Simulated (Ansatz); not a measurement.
Cu(NH3)F (CuNFH3). Total charge 0; singlet. Geometry relaxed at PBE-D4/def2-TZVP.

```
atom   x (Å)   y (Å)   z (Å)
 Cu1  -0.940  -0.385   0.568
  N2   0.599   0.245  -0.362
  H3   0.609  -0.078  -1.335
  H4   1.465  -0.083   0.078
  H5   0.634   1.270  -0.380
  F6  -2.366  -0.968   1.430
```

The relaxation made no stability test and no search for a lower SCF solution.

(1) Estimate the harmonic wavenumbers at RKS PBE-D4/def2-TZVP (Ansatz, unscaled). Is this a minimum?

## Answers

(1) 158, 158, 449, 617, 617, 624, 1189, 1603, 1603, 3353, 3446, 3446 cm⁻¹. Yes, no mode is imaginary beyond noise. Zero-point energy 103.2 kJ/mol. Hardware: 4 threads of Arm Neoverse V1 on a shared host. Wall time 25 s.
